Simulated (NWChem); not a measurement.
pyrimidine (C4H4N2); SMILES c1cncnc1

Program: NWChem. Pople sets run with spherical d functions. Structure relaxed at the B3LYP/6-31G* (spherical d) level. B3LYP is NWChem's, with the RPA form of VWN correlation. Level: B3LYP/6-31G* with SMD (1 M gas to 1 M solution), gas-phase geometry.

For solvent toluene:

```yaml
cavity-dispersion-structure term (kcal/mol): -3.0
dipole in solution (D): 2.74
```

Problem. Estimate the same quantities for solvent water.

Solution. 
| Property | Result |
|---|---|
| cavity-dispersion-structure term (kcal/mol) | -0.2 |
| dipole in solution (D) | 3.19 |
